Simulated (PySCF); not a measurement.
# Mercury: a sound run and one with changed settings

Sound run: Hg⁺ [Xe] 4f14 5d10 6s1, Hg²⁺ [Xe] 4f14 5d10. All numbers are calculated (PySCF 2.14, scalar relativity through the core potential, in def2-TZVP with the def2 core potential (60 electrons)). In the sound run the correlated levels freeze 5s2 5p6 outside the core potential. The sound run starts from symmetry-adapted Hartree-Fock orbitals and uses a fine grid where one is needed.

A second run was set up differently.

```json
{"species": "Hg⁺", "method": "UHF", "sound run (hartree)": "-152.24196", "changed run (hartree)": "-152.24196", "converged": "yes"}
{"species": "Hg⁺", "method": "PBE", "sound run (hartree)": "-153.17278", "changed run (hartree)": "-153.17278", "converged": "yes"}
{"species": "Hg⁺", "method": "M06-L", "sound run (hartree)": "-153.24745", "changed run (hartree)": "-153.24745", "converged": "yes"}
{"species": "Hg⁺", "method": "MP2", "sound run (hartree)": "-152.51703", "changed run (hartree)": "-152.46419", "converged": "yes"}
{"species": "Hg⁺", "method": "CCSD(T)", "sound run (hartree)": "-152.50717", "changed run (hartree)": "-152.50717", "converged": "yes"}
{"species": "Hg²⁺", "method": "UHF", "sound run (hartree)": "-151.61192", "changed run (hartree)": "-151.61192", "converged": "yes"}
{"species": "Hg²⁺", "method": "PBE", "sound run (hartree)": "-152.46933", "changed run (hartree)": "-152.46933", "converged": "yes"}
{"species": "Hg²⁺", "method": "M06-L", "sound run (hartree)": "-152.57379", "changed run (hartree)": "-152.57379", "converged": "yes"}
{"species": "Hg²⁺", "method": "MP2", "sound run (hartree)": "-151.83717", "changed run (hartree)": "-151.79676", "converged": "yes"}
{"species": "Hg²⁺", "method": "CCSD(T)", "sound run (hartree)": "-151.83269", "changed run (hartree)": "-151.83269", "converged": "yes"}
```

Ionisation energy of Hg⁺:

```json
{"method": "UHF", "sound run (eV)": "17.144", "changed run (eV)": "17.144"}
{"method": "PBE", "sound run (eV)": "19.142", "changed run (eV)": "19.142"}
{"method": "M06-L", "sound run (eV)": "18.331", "changed run (eV)": "18.331"}
{"method": "MP2", "sound run (eV)": "18.500", "changed run (eV)": "18.161"}
{"method": "SCS-MP2", "sound run (eV)": "18.320", "changed run (eV)": "18.023"}
{"method": "CCSD", "sound run (eV)": "18.325", "changed run (eV)": "18.325"}
{"method": "CCSD(T)", "sound run (eV)": "18.353", "changed run (eV)": "18.353"}
```

Task: What was changed?
A. level shift left on
B. too few SCF iterations
C. minimal basis
D. angular grid far too coarse

Result: A. It used initial guess 1e, at most 50 SCF cycles, level shift 0.5 hartree. A level shift leaves the converged SCF energy unchanged but raises the virtual orbital energies, which shrinks MP2 if it is not removed.
